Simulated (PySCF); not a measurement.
Computed shifts of a molecule C₂H₅ClFNSi, PBE0/pcSseg-1 in PySCF, GIAO, gas phase, equivalent atoms averaged, in ppm (number of nuclei): ¹⁵N: 41.5 (1). ²⁹Si: -13.3 (1). ¹³C: 177.7 (1), 104.6 (1). ¹⁹F: -73.8 (1). ¹H: 7.27 (1), 5.63 (1), 5.51 (1), 1.56 (1), 1.37 (1). References: ¹⁵N against NH3 (σ = 267.4 ppm); ²⁹Si against TMS (σ = 352.7 ppm); ³⁵Cl against HCl (σ = 945.9 ppm); ¹³C against TMS (σ = 186.3 ppm); ¹⁹F against CFCl3 (σ = 167.2 ppm); ¹H against TMS (σ = 31.56 ppm), references at their B3LYP-D3(BJ)/def2-TZVP geometries, non-relativistic (without spin–orbit terms, shifts of atoms bonded to Cl or Br come out too high). The structure is a stationary point at ωB97X-D3(BJ)/def2-SVP. Other conformers were not sampled.

Problem. Which structure fits?
A) C/C=N/[Si@@H](F)Cl
B) C/N=C/[Si@H](F)Cl
C) N[Si@H](Cl)/C=C/F
D) FC/N=C/[SiH2]Cl

Solution. C, N[Si@H](Cl)/C=C/F
